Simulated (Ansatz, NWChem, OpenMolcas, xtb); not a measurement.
# Worked example: C2H4F2 + BrCl → CHClF2 + CH3Br

Species: C2H4F2 (1,1-difluoroethane) `CC(F)F`, singlet; BrCl (bromine chloride), singlet; CHClF2 (difluorochloromethane) `FC(F)Cl`, singlet; CH3Br (bromomethane) `CBr`, singlet. The partners trade CH3 for Cl: C–CH3 and Br–Cl bonds give way to C–Cl and Br–CH3.

Shapes, held fixed at every level: PBE0-D4/def2-TZVP; BrCl at the measured bond length. Programs: Ansatz 0.2.0, NWChem 7.3.0, OpenMolcas 26.06, xtb 6.7.1. A level may come from different programs for different species; with the same settings they agree closely. Electronic energies: no zero-point or thermal term.

At PBE0/def2-SVP; 1 Eh = 2625.50 kJ/mol:

| species | energy (Eh) |
| --- | --- |
| C2H4F2 | -277.812418 |
| BrCl | -3033.420296 |
| CHClF2 | -697.873536 |
| CH3Br | -2613.373170 |

Q: Work out ΔE of the reaction at this level.

A: 
1. Products less reactants: (-697.873536) + (-2613.373170) − [(-277.812418) + (-3033.420296)] = -0.013992 Eh = -36.7 kJ/mol.

Other levels give -34.6 (B3LYP/6-31G* (spherical functions)) to -10.1 kJ/mol (HF/STO-3G). No measured value is set beside it here. Relativity is left out for Br unless named.
